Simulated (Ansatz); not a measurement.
C$_{8}$H$_{4}$Sn, SMILES `C#[C][Sn]([C]#C)([C]#C)[C]#C`. Charge 0, multiplicity 1. Sn: def2 effective core potential.

```xyz
13

C    -1.044   -1.229   -2.846
C    -0.660   -0.777   -1.798
Sn   -0.001   -0.001   -0.001
C    -0.334   -1.373    1.507
C    -0.527   -2.172    2.388
C    -1.029    1.742    0.415
C    -1.628    2.758    0.657
C     2.021    0.405   -0.126
C     3.200    0.644   -0.197
H    -1.385   -1.628   -3.775
H    -0.698   -2.880    3.167
H    -2.158    3.658    0.871
H     4.243    0.854   -0.260
```

**Question.** List the harmonic frequencies (cm⁻¹, unscaled) at PBE0-D4/def2-TZVP in Ansatz. (Best estimate.)

**Answer.** The calculation gave: 66, 66, 76, 76, 76, 199, 199, 199, 296, 296, 304, 304, 304, 450, 472, 472, 472, 726, 726, 727, 727, 727, 727, 727, 727, 2158, 2158, 2158, 2161, 3464, 3464, 3464, 3465.

**Question.** Is this a minimum?

**Answer.** Yes, all 33 modes are real.

**Question.** Give the ideal-gas thermochemistry at 298.15 K and 1 bar (rigid rotor, harmonic oscillator; point group Td, symmetry number 12).

**Answer.** Zero-point energy 195.2 kJ/mol; H(298) − E = 230.2 kJ/mol; entropy 446.2 J/(mol·K), of which translation 176.1, rotation 106.1, vibration 164.1; G(298) − E = 97.2 kJ/mol. Modes under 100 cm⁻¹ are hindered rotations or soft bends, so the harmonic entropy is rough.

**Question.** And at 400, 500, 600, 800 and 1000 K?

**Answer.** 
```
T (K)  H − E (kJ/mol)  S (J/mol/K)  G − E (kJ/mol)
  400           249.8        502.6            48.7
  500           270.8        549.3            -3.9
  600           292.9        589.7           -60.9
  800           339.9        657.2          -185.8
 1000           389.7        712.7          -323.0
```
